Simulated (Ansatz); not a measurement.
Program: Ansatz. Geometries: PBE0-D4/def2-TZVP. ΔE: electronic, gas phase. CCSD(T)/CBS is the MP2 limit (def2-TZVPP, def2-QZVPP) plus CCSD(T) − MP2 in def2-TZVPP, frozen cores. DFT in def2-TZVPP. B3LYP here is the variant with VWN-RPA as its local correlation; programs differ in this. HSE06 is defined as in plane-wave codes. For Ga outer-core shells are correlated without core-valence functions, which leaves a few kJ/mol of doubt a bond. Scalar relativity is left out up to krypton. Each species was taken in one conformer, which may not be the lowest.

`CC[SiH2][GaH2]` + `CCC(N)=O` → `[SiH3][GaH2]` + `CCCCC(N)=O`  (formal exchange of groups at the Si–C bond)

`CC[SiH2][GaH2]`:

Cartesian coordinates in Å:
```
C -0.488 -1.299 1.077
C -0.686 -0.973 -0.399
Si 0.599 0.234 -1.067
Ga 0.622 2.355 0.087
H -1.237 -2.008 1.438
H 0.496 -1.741 1.259
H -0.563 -0.401 1.698
H -1.680 -0.542 -0.564
H -0.646 -1.886 -1.002
H 1.956 -0.384 -0.953
H 0.368 0.479 -2.523
H 1.674 3.470 -0.275
H -0.414 2.696 1.226
```

`CCC(N)=O`:

Cartesian coordinates in Å:
```
C 0.780 0.694 -1.327
C 0.198 -0.383 -0.435
C -0.589 0.189 0.728
N -0.803 -0.676 1.752
O -1.013 1.324 0.745
H 1.276 0.252 -2.194
H -0.004 1.366 -1.676
H 1.510 1.298 -0.786
H 0.980 -1.048 -0.056
H -0.492 -1.018 -1.004
H -0.471 -1.622 1.729
H -1.372 -0.374 2.524
```

`[SiH3][GaH2]`:

Cartesian coordinates in Å:
```
Si 0.603 -0.810 -0.226
Ga -0.777 1.103 0.288
H 1.613 -1.059 0.840
H 1.323 -0.676 -1.523
H -0.261 -2.023 -0.313
H -1.300 1.331 1.754
H -1.201 2.134 -0.821
```

`CCCCC(N)=O`:

```xyz
18

C     2.500   -1.029   -0.975
C     1.112   -1.169   -0.374
C     0.437    0.172   -0.138
C    -0.953    0.034    0.454
C    -1.565    1.370    0.824
N    -2.920    1.422    0.754
O    -0.903    2.321    1.179
H     2.460   -0.518   -1.941
H     3.153   -0.444   -0.321
H     2.970   -2.002   -1.132
H     0.487   -1.784   -1.033
H     1.175   -1.712    0.576
H     1.041    0.789    0.532
H     0.376    0.725   -1.082
H    -0.904   -0.555    1.379
H    -1.614   -0.514   -0.225
H    -3.383    2.263    1.049
H    -3.469    0.630    0.476
```

| level | ΔE (kJ/mol) | difference from CCSD(T)/CBS |
| --- | --- | --- |
| B3LYP-D4 | 30.3 | 3.0 |
| HSE06-D4 | 29.4 | 2.1 |
| ωB97X-V | 25.2 | -2.1 |
| PBE | 28.9 | 1.6 |
| BLYP | 27.9 | 0.6 |
| B3LYP | 26.8 | -0.5 |
| LC-ωPBE | 27.6 | 0.3 |
| MP2/def2-TZVPP | 28.4 | 1.1 |
| HF/CBS(def2) | 19.8 | -7.5 |
| MP2/CBS(def2) | 30.5 | 3.2 |
| CCSD(T)/CBS | 27.3 | 0 |

Largest T1 diagnostic among the species: 0.013.

In def2-TZVPP, CCSD(T) changes the Hartree–Fock value by +5.2 kJ/mol (the triples alone add +0.7 kJ/mol) and MP2 by +8.3 kJ/mol. From BLYP to BHLYP (50 % exact exchange), in def2-TZVPP and without D4, ΔE moves by −3.5 kJ/mol.

CCSD(T)/CBS has its own doubt, a few kJ/mol and more with outer-core shells, so smaller differences from it don't rank the levels.
